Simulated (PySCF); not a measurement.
**Electron correlation in P³⁺ (phosphorus, charge +3)**

[Ne] 3s2, closed-shell 1S. All numbers are calculated (PySCF 2.14, scalar relativity by spin-free X2C-1e, in x2c-TZVPPall with one added diffuse shell each of s, p, d type (6s6p4d1f, 51 functions)). Frozen: [Ne]; 2 electrons correlated.

With two correlated electrons CCSD is exact within the correlated space (frozen core and kept virtual orbitals).

```tsv
level	correlation energy (mhartree)
CCSD	-49.23
```

Diagnostics: T1 = 0.0045, D1 = 0.0064, largest double amplitude 0.114.

Q: Is a single reference adequate?

A: Mostly. T1 lies below 0.03, but a double amplitude of this size points to a near-degeneracy that CCSD handles and MP2 describes poorly.
